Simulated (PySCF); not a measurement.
B(H)(F)(OH) (BFH2O), SMILES FBO.

Coordinates come from a B3LYP-D3(BJ)/def2-TZVP optimisation. Other conformers were not sampled.

These are B3LYP-D3(BJ)/def2-TZVP (PySCF) values and carry that method's errors.

Harmonic, unscaled wavenumbers; measured fundamentals usually lie a few per cent lower.

### Question
Estimate the vibrational spectrum. (The exact figures need the calculation; the answer reports its results.)

### Answer

| mode | ν (cm⁻¹) | IR (km/mol) | Raman (Å⁴/amu) | depolarisation | moving atoms (share of kinetic energy) |
|---|---|---|---|---|---|
| 1 | 517 | 5.2 | 0.4 | 0.56 | F 34 %, O 34 %, B 21 %, H 10 % |
| 2 | 580 | 80.4 | 0.6 | 0.75 | H 88 % |
| 3 | 932 | 70.6 | 0.9 | 0.75 | H 58 %, B 36 % |
| 4 | 958 | 124.8 | 4.3 | 0.46 | H 80 %, F 10 % |
| 5 | 1103 | 8.7 | 3.4 | 0.75 | H 79 %, F 14 % |
| 6 | 1210 | 163.5 | 4.1 | 0.03 | B 43 %, O 32 %, H 15 %, F 11 % |
| 7 | 1450 | 350.2 | 0.8 | 0.14 | B 71 %, O 11 %, H 10 %, F 8 % |
| 8 | 2637 | 130.7 | 76.6 | 0.13 | H 91 %, B 9 % |
| 9 | 3852 | 90.5 | 64.5 | 0.23 | H 94 % |
